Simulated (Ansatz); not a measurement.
Cartesian coordinates in Å:
```
Cl -1.982 -0.582 -0.689
Al 0.037 -0.098 -0.566
Cl 1.214 -0.147 -2.278
Se 1.010 0.493 1.422
H -0.279 0.335 2.112
```

The species carries charge 0 and has multiplicity 1.

Problem. List the B3LYP/def2-TZVPP orbital energies in eV (the Gaussian-basis code of Ansatz). (Estimate.)

Solution. The calculation gave: Occupied: -12351.45, -2762.64, -2762.61, -1580.79, -1526.47, -1418.95, -1418.92, -1418.89, -257.40, -257.37, -213.09, -196.39, -196.36, -196.31, -196.29, -196.28, -196.26, -157.16, -157.05, -156.94, -114.33, -75.03, -74.91, -74.90, -57.93, -57.90, -57.80, -57.72, -57.71, -22.69, -22.39, -19.56, -12.37, -11.27, -10.61, -9.95, -9.81, -9.37, -9.13, -8.81, -7.56. Lowest empty: -1.36, -1.19, -0.48, 1.09, 1.52, 2.55, 3.28, 3.35.

B3LYP here is the variant with VWN-RPA as its local correlation; programs differ in this.
